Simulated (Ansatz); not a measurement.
Task: Predict a relaxed structure of BeMe2 (C₂H₆Be), charge 0, singlet, at r2SCAN-D4/def2-TZVP (Ansatz).

Result: 
```tsv
atom	x (Å)	y (Å)	z (Å)
Be1	-0.0003	-0.0054	0.0050
C2	0.3286	-1.1319	-1.1979
H3	-0.3715	-1.9748	-1.1833
H4	1.3335	-1.5591	-1.1047
H5	0.2679	-0.6934	-2.2005
C6	-0.3287	1.1300	1.1997
H7	-1.2999	1.6161	1.0529
H8	0.4197	1.9302	1.2263
H9	-0.3492	0.6883	2.2024
```
Point group D3 (tolerance 0.1 Å). This is one stationary point.
